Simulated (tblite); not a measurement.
Parent: `[NH2:1][C:2](=[O:3])[Si@H:4]1[CH2:5][CH2:6][O:7]1` with H–N1–C2–O3 4° and 172°, N1–C2–Si4–C5 -73°, C2–Si4–C5–C6 115°, Si4–C5–C6–O7 -8°, C5–C6–O7–Si4 9°, C2–Si4–O7–C6 -128°, C3H7NO2Si.

Structures optimised with GFN2-xTB, isolated species. One conformer each, not checked by frequencies here.

```
coordinate of the parent    value
                   N1–C2  1.350 Å
                   C2=O3  1.215 Å
                  C2–Si4  1.915 Å
                  Si4–C5  1.912 Å
                   C5–C6  1.529 Å
                   C6–O7  1.431 Å
                  Si4–O7  1.667 Å
                N1–C2–O3   122.3°
               N1–C2–Si4   116.0°
               O3–C2–Si4   121.7°
               C2–Si4–C5   123.1°
               C2–Si4–O7   111.2°
               C5–Si4–O7    78.6°
               Si4–C5–C6    83.7°
                C5–C6–O7   100.4°
               Si4–O7–C6    96.3°
```

Q: How does the shared frame change in `[CH3:1][C@@H:2]1[CH2:3][Si@@H:4]([C:5]([NH2:6])=[O:7])[O:8]1` with C3–Si4–C5–N6 73°, Si4–C5–N6–H 176° and 8°, C1–C2–C3–Si4 -109°, C2–C3–Si4–C5 -115°, C3–Si4–O8–C2 8°, C1–C2–O8–Si4 110°, C4H9NO2Si? Atoms pair as N1 = N6, C2 = C5, O3 = O7, Si4 = Si4, C5 = C3, C6 = C2, O7 = O8 (parent first).

A: 
```json
{"parent": "N1–C2", "relative": "N6–C5", "value in the relative": "1.350 Å", "change": "0.000"}
{"parent": "C2=O3", "relative": "C5=O7", "value in the relative": "1.215 Å", "change": "0.000"}
{"parent": "C2–Si4", "relative": "C5–Si4", "value in the relative": "1.913 Å", "change": "-0.002"}
{"parent": "Si4–C5", "relative": "Si4–C3", "value in the relative": "1.909 Å", "change": "-0.003"}
{"parent": "C5–C6", "relative": "C3–C2", "value in the relative": "1.534 Å", "change": "+0.005"}
{"parent": "C6–O7", "relative": "C2–O8", "value in the relative": "1.440 Å", "change": "+0.009"}
{"parent": "Si4–O7", "relative": "Si4–O8", "value in the relative": "1.662 Å", "change": "-0.005"}
{"parent": "N1–C2–O3", "relative": "N6–C5–O7", "value in the relative": "122.3°", "change": "0.0"}
{"parent": "N1–C2–Si4", "relative": "N6–C5–Si4", "value in the relative": "115.9°", "change": "-0.1"}
{"parent": "O3–C2–Si4", "relative": "O7–C5–Si4", "value in the relative": "121.8°", "change": "+0.1"}
{"parent": "C2–Si4–C5", "relative": "C5–Si4–C3", "value in the relative": "122.9°", "change": "-0.2"}
{"parent": "C2–Si4–O7", "relative": "C5–Si4–O8", "value in the relative": "111.1°", "change": "-0.1"}
{"parent": "C5–Si4–O7", "relative": "C3–Si4–O8", "value in the relative": "78.8°", "change": "+0.2"}
{"parent": "Si4–C5–C6", "relative": "Si4–C3–C2", "value in the relative": "83.9°", "change": "+0.2"}
{"parent": "C5–C6–O7", "relative": "C3–C2–O8", "value in the relative": "99.7°", "change": "-0.7"}
{"parent": "Si4–O7–C6", "relative": "Si4–O8–C2", "value in the relative": "96.4°", "change": "+0.1"}
```

Of the parent's bonds, C6–O7 changes most (+0.009 Å). Bonds of the relative outside the shared frame: C1–C2 1.513 Å. Point group C1 → C1.

The numbers are calculated, not measured.
